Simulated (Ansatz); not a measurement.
Species: ZrH4, charge -1, multiplicity 2. The spin state was set by rule; other spins were not relaxed. 
Coordinates optimised at B3LYP-D3(BJ)/def2-TZVP (Ansatz, a first-principles code):
SMILES: [ZrH4-]
```xyz
5

Zr     0.0000     0.0000     0.0000
H      0.9319     1.1945     1.2131
H      0.9552    -1.1829    -1.2063
H     -0.9467     1.2040    -1.1922
H     -0.9405    -1.2155     1.1853
```
Charge -1, spin multiplicity 2.

Total electronic energies in hartree. Valence correlation only, unless marked. Open shells are spin-unrestricted. Spin-orbit coupling is left out. Frozen are the shells of the preceding noble gas and the d and f shells that filled before the atom's block. Past Kr the def2 sets carry scalar-relativistic core potentials. STO-3G rows are all-electron and non-relativistic. CBS marks a two-point X^-3 extrapolation of the correlation energy; Hartree-Fock from the larger set. [CCSD(T)-MP2]/basis is that difference in the basis named.

```json
[
 {"level": "RI-HF/def2-TZVPP", "program": "Ansatz", "energy (Eh)": "-48.79868"},
 {"level": "RI-HF/def2-QZVPP", "program": "Ansatz", "energy (Eh)": "-48.80346"},
 {"level": "SVWN5/def2-TZVPD", "program": "Ansatz", "energy (Eh)": "-49.20472"},
 {"level": "PBE/def2-TZVPD", "program": "Ansatz", "energy (Eh)": "-49.37830"},
 {"level": "BLYP-D4/def2-TZVPD", "program": "Ansatz + dftd4", "energy (Eh)": "(withheld)"},
 {"level": "B3LYP-D3(BJ)/def2-TZVPD", "program": "Ansatz + dftd3", "energy (Eh)": "(withheld)"},
 {"level": "PBE0/STO-3G", "program": "Ansatz", "energy (Eh)": "-3506.75106"},
 {"level": "PBE0/def2-SVP", "program": "Ansatz", "energy (Eh)": "-49.34450"},
 {"level": "r2SCAN0/def2-TZVPD", "program": "Ansatz", "energy (Eh)": "-49.36425"},
 {"level": "HSE06-D3(BJ)/def2-TZVPD", "program": "Ansatz + dftd3", "energy (Eh)": "-49.36013"},
 {"level": "wB97X/def2-TZVPD", "program": "Ansatz", "energy (Eh)": "-49.38103"},
 {"level": "B2GP-PLYP-D4/def2-TZVPD", "program": "Ansatz + dftd4", "energy (Eh)": "-49.17022"},
 {"level": "RPA@PBE/def2-TZVPP", "program": "Ansatz", "energy (Eh)": "-49.10606"},
 {"level": "MP2/def2-SVP", "program": "Ansatz", "energy (Eh)": "-48.89053"},
 {"level": "MP2/def2-TZVPP", "program": "Ansatz", "energy (Eh)": "-48.93962"},
 {"level": "RI-MP2/def2-QZVPP", "program": "Ansatz", "energy (Eh)": "-48.95276"},
 {"level": "SCS-MP2/def2-SVP", "program": "Ansatz", "energy (Eh)": "-48.90189"},
 {"level": "CCSD/def2-QZVPP", "program": "Ansatz", "energy (Eh)": "-48.98311"},
 {"level": "CCSD(T)/STO-3G", "program": "Ansatz", "energy (Eh)": "-3505.38410"},
 {"level": "CCSD(T)/def2-TZVPPD", "program": "Ansatz", "energy (Eh)": "-48.97868"},
 {"level": "RI-MP2/CBS(def2-TZVPPD,def2-QZVPPD)+[CCSD(T)-MP2]/def2-SVPD", "program": "Ansatz", "energy (Eh)": "-48.9965"},
 {"level": "RI-MP2/CBS(def2-TZVPPD,def2-QZVPPD)+[CCSD(T)-MP2]/def2-QZVPPD", "program": "Ansatz", "energy (Eh)": "-48.9937"},
 {"level": "CCSD(T)/CBS(def2-TZVPPD,def2-QZVPPD)", "program": "Ansatz", "energy (Eh)": "-48.9924"}
]
```

Fill in the missing entries.


- BLYP-D4/def2-TZVPD, energy (Eh): -49.35491
- B3LYP-D3(BJ)/def2-TZVPD, energy (Eh): -49.42040
